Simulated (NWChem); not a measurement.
All runs are NWChem calculations. System: C₅H₄N, charge 0, spin multiplicity 2, at a geometry optimised with UPBE0/def2-SVP. The structure started from a generated list of species. Its SCF solution wasn't tested for a lower state. Level: UBLYP/def2-SVP.

Input file:

```
start mol
memory heap 200 mb stack 900 mb global 1100 mb
geometry units angstroms nocenter noautoz
  C      1.223986     0.625159     0.000000
  N      1.259522    -0.657282     0.000000
  C      0.106085    -1.340416     0.000000
  C     -1.116765    -0.676932     0.000000
  C     -1.125709     0.722514     0.000000
  C      0.082497     1.419874     0.000000
  H      0.165242    -2.433765     0.000000
  H     -2.049800    -1.244216     0.000000
  H     -2.074787     1.266842     0.000000
  H      0.122125     2.510915     0.000000
  symmetry group Cs
end
basis spherical
  * library def2-svp
end
dft
  xc becke88 lyp
  odft
  mult 2
  semidirect memsize 60000000 filesize 0
  iterations 100
end
task dft energy
```

Part of the output:

```
             Northwest Computational Chemistry Package (NWChem) 7.3.0
             --------------------------------------------------------

                                NWChem Input Module
                                -------------------

 Scaling coordinates for geometry "geometry" by  1.889725989
 (inverse scale =  0.529177249)

 Turning off AUTOSYM since
 SYMMETRY directive was detected!

                             Geometry "geometry" -> ""
                             -------------------------

 Output coordinates in angstroms (scale by  1.889725989 to convert to a.u.)

  No.       Tag          Charge          X              Y              Z
 ---- ---------------- ---------- -------------- -------------- --------------
    1 C                    6.0000     1.22398600     0.62515900     0.00000000
    2 N                    7.0000     1.25952200    -0.65728200     0.00000000
    3 C                    6.0000     0.10608500    -1.34041600     0.00000000
    4 C                    6.0000    -1.11676500    -0.67693200     0.00000000
    5 C                    6.0000    -1.12570900     0.72251400     0.00000000
    6 C                    6.0000     0.08249700     1.41987400     0.00000000
    7 H                    1.0000     0.16524200    -2.43376500     0.00000000
    8 H                    1.0000    -2.04980000    -1.24421600     0.00000000
    9 H                    1.0000    -2.07478700     1.26684200     0.00000000
   10 H                    1.0000     0.12212500     2.51091500     0.00000000

 Effective nuclear repulsion energy (a.u.)     197.5583923410

            Nuclear Dipole moment (a.u.)
            ----------------------------
        X                 Y               Z
 ---------------- ---------------- ----------------
    -0.0000037795    -0.0000075589     0.0000000000

      Symmetry information
      --------------------

 Group name             Cs
 Group number              2
 Group order               2
 No. of unique centers    10

      Symmetry unique atoms

     1    2    3    4    5    6    7    8    9   10


 Summary of "ao basis" -> "" (spherical)
 ------------------------------------------------------------------------------
       Tag                 Description            Shells   Functions and Types
 ---------------- ------------------------------  ------  ---------------------
 *                          def2-svp                  on all atoms

                                 NWChem DFT Module
                                 -----------------

 Summary of "ao basis" -> "ao basis" (spherical)
 ------------------------------------------------------------------------------
       Tag                 Description            Shells   Functions and Types
 ---------------- ------------------------------  ------  ---------------------
 C                          def2-svp                 6       14   3s2p1d
 N                          def2-svp                 6       14   3s2p1d
 H                          def2-svp                 3        5   2s1p

 Summary of "ao basis" -> "ao basis" (spherical)
 ------------------------------------------------------------------------------
       Tag                 Description            Shells   Functions and Types
 ---------------- ------------------------------  ------  ---------------------
 C                          def2-svp                 6       14   3s2p1d
 N                          def2-svp                 6       14   3s2p1d
 H                          def2-svp                 3        5   2s1p
[...]
   Bfn.  Coefficient  Atom+Function         Bfn.  Coefficient  Atom+Function
  ----- ------------  ---------------      ----- ------------  ---------------
    48     -0.318281   4 C  pz               76      0.317734   6 C  pz
    34     -0.314985   3 C  pz                6      0.295246   1 C  pz
    79      0.217134   6 C  pz               51     -0.214395   4 C  pz
    37     -0.199379   3 C  pz                9      0.167828   1 C  pz
    20     -0.042696   2 N  pz               23      0.034650   2 N  pz

 Vector   21  Occ=0.000000D+00  E=-9.838840D-02  Symmetry=a'
              MO Center=  1.3D+00,  5.1D-01, -2.1D-16, r^2= 2.0D+00
   Bfn.  Coefficient  Atom+Function         Bfn.  Coefficient  Atom+Function
  ----- ------------  ---------------      ----- ------------  ---------------
     3      0.496529   1 C  s                 4      0.441219   1 C  px
     7      0.297559   1 C  px               17     -0.279683   2 N  s
    18      0.235053   2 N  px                2      0.199179   1 C  s
    73     -0.195392   6 C  s                21     -0.184719   2 N  px
    74     -0.181115   6 C  px                8      0.178103   1 C  py

 Vector   22  Occ=0.000000D+00  E=-5.976764D-02  Symmetry=a"
              MO Center= -3.8D-02,  7.4D-02, -2.9D-14, r^2= 3.2D+00
   Bfn.  Coefficient  Atom+Function         Bfn.  Coefficient  Atom+Function
  ----- ------------  ---------------      ----- ------------  ---------------
    65      0.434178   5 C  pz               79     -0.405575   6 C  pz
    37     -0.362327   3 C  pz               62      0.357558   5 C  pz
    34     -0.350570   3 C  pz               23      0.331301   2 N  pz
    76     -0.329187   6 C  pz               20     -0.326083   2 N  pz
     6     -0.039997   1 C  pz               11     -0.028120   1 C  d -1

 Vector   23  Occ=0.000000D+00  E=-3.551453D-02  Symmetry=a"
              MO Center= -5.8D-02, -5.9D-02,  1.2D-14, r^2= 3.2D+00
   Bfn.  Coefficient  Atom+Function         Bfn.  Coefficient  Atom+Function
  ----- ------------  ---------------      ----- ------------  ---------------
    51      0.526664   4 C  pz                9      0.417944   1 C  pz
     6      0.396680   1 C  pz               48      0.397236   4 C  pz
    37     -0.324618   3 C  pz               65     -0.292765   5 C  pz
    34     -0.251878   3 C  pz               62     -0.224450   5 C  pz
    79     -0.178152   6 C  pz               76     -0.159713   6 C  pz

   alpha - beta orbital overlaps
   -----------------------------

   alpha      1      2      3      4      5      6      7      8      9     10
    beta      1      2      4      3      5      6      7      8      9     10
 overlap   1.000  1.000  0.999  1.000  0.999  1.000  1.000  0.999  0.998  0.998

   alpha     11     12     13     14     15     16     17     18     19     20
    beta     11     12     13     14     15     16     17     18     19     20
 overlap   0.997  0.997  0.997  0.996  0.997  0.999  0.994  0.999  0.981  0.998

   alpha     21     22     23     24     25     26     27     28     29     30
    beta     21     22     23     24     25     27     26     28     29     30
 overlap   0.982  0.997  0.995  1.000  1.000  0.998  1.000  1.000  0.999  0.995

   alpha     31     32     33     34     35     36     37     38     39     40
    beta     31     32     33     34     35     36     37     38     39     41
 overlap   0.989  0.991  0.991  0.986  0.967  0.966  0.918  0.999  0.930  0.959

   alpha     41     42     43     44     45     46     47     48     49     50
    beta     40     42     43     45     44     46     47     48     49     50
 overlap   0.998  0.994  0.863  0.867  0.991  0.994  0.994  0.994  0.978  0.985

   alpha     51     52     53     54     55     56     57     58     59     60
    beta     51     52     53     54     55     56     57     58     59     60
 overlap   0.994  0.991  0.993  0.990  0.997  1.000  0.999  1.000  1.000  0.998

   alpha     61     62     63     64     65     66     67     68     69     70
    beta     61     62     63     64     65     66     67     68     69     70
 overlap   1.000  0.998  0.999  0.999  0.998  1.000  0.996  0.992  0.989  0.998

   alpha     71     72     73     74     75     76     77     78     79     80
    beta     71     72     73     74     75     76     77     78     79     80
 overlap   0.997  0.981  0.989  0.992  0.998  0.997  0.989  0.997  1.000  1.000

   alpha     81     82     83     84     85     86     87     88     89     90
    beta     81     82     83     84     85     86     87     88     89     90
 overlap   0.993  0.993  0.994  0.999  0.997  0.998  0.995  0.996  0.998  1.000

   alpha     91     92     93     94     95     96     97     98     99    100
    beta     91     92     93     94     95     96     97     98     99    100
 overlap   1.000  0.999  1.000  0.999  0.998  0.998  0.984  0.984  1.000  1.000

   alpha    101    102    103    104
    beta    101    102    103    104
 overlap   1.000  0.999  0.999  1.000

     --------------------------
     Expectation value of S2:
     --------------------------
      <S2> =      0.7533 (Exact =     0.7500)

 center of mass
 --------------
 x =   0.09229078 y =  -0.00244639 z =   0.00000000

 moments of inertia (a.u.)
 ------------------
         299.101015513105          12.746879431471           0.000000000000
          12.746879431471         282.152841540521           0.000000000000
           0.000000000000           0.000000000000         581.253857053626

     Multipole analysis of the density
     ---------------------------------

     L   x y z        total         alpha         beta         nuclear
     -   - - -        -----         -----         ----         -------
     0   0 0 0     -0.000000    -21.000000    -20.000000     41.000000

     1   1 0 0     -1.015383     -1.870597      0.855218     -0.000004
     1   0 1 0      0.048936     -0.465021      0.513965     -0.000008
     1   0 0 1      0.000000      0.000000      0.000000      0.000000

     2   2 0 0    -27.046950    -96.673403    -86.918037    156.544490
     2   1 1 0      0.217264      2.066137      4.836289     -6.685162
     2   1 0 1      0.000000     -0.000000      0.000000      0.000000
     2   0 2 0    -22.880425   -101.586636    -98.090299    176.796510
     2   0 1 1      0.000000     -0.000000      0.000000      0.000000
     2   0 0 2    -26.833172    -13.739552    -13.093620      0.000000

 Task  times  cpu:        5.3s     wall:        5.3s

 Total times  cpu:        5.3s     wall:        5.3s
```
